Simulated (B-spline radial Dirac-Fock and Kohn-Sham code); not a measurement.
Compton profile of Sr⁸⁺

System: the Sr⁸⁺ ion, 1s2 2s2 2p6 3s2 3p6 3d10 4s2.

Calculated with a radial finite-basis atomic code, using the impulse approximation on Dirac-Fock orbitals of the configuration average with a finite nucleus. pz is in atomic units of momentum; subshell profiles are per electron, for a selection of subshells; open shells are spread over both j values by their weights.

```
  pz    J total   J 2p3/2   J 3s1/2   J 4s1/2
   0      3.428    0.0416     0.203     0.469
 0.1      3.417    0.0416     0.202     0.464
0.14      3.407    0.0416     0.202     0.459
0.21      3.383    0.0416     0.201     0.448
 0.3      3.338    0.0416     0.199     0.427
0.44      3.243    0.0416     0.195     0.384
0.64      3.074    0.0416     0.188     0.308
0.92      2.821    0.0416     0.173     0.199
 1.3      2.537    0.0416     0.148    0.0925
 1.9      2.267    0.0415     0.105    0.0379
 2.8      1.917    0.0412    0.0510    0.0329
   4      1.367    0.0402    0.0181    0.0121
 5.8     0.7816    0.0370    0.0118   0.00225
 8.5     0.3918    0.0289   0.00837   0.00175
  12     0.1952    0.0175   0.00219  0.000481
  18    0.07423   0.00579  0.000329  5.75e-05
  26    0.02725   0.00123  0.000276  4.76e-05
  37   0.009163  0.000181  0.000118  2.05e-05
  54   0.002283  1.65e-05  2.71e-05  4.66e-06
  78  0.0004689  1.30e-06  4.84e-06    < 1e-6
 110  9.302e-05    < 1e-6    < 1e-6    < 1e-6
```

J(0) = 3.428. The 4s1/2 subshell gives the largest part, 27 %.

Mean momentum ⟨p⟩ by subshell (a.u.): 1s1/2 33.4, 2s1/2 11.5, 2p1/2 15.5, 2p3/2 15.1, 3s1/2 5.18, 3p1/2 6.14, 3p3/2 6.01, 3d3/2 6.94, 3d5/2 6.89, 4s1/2 2.29.
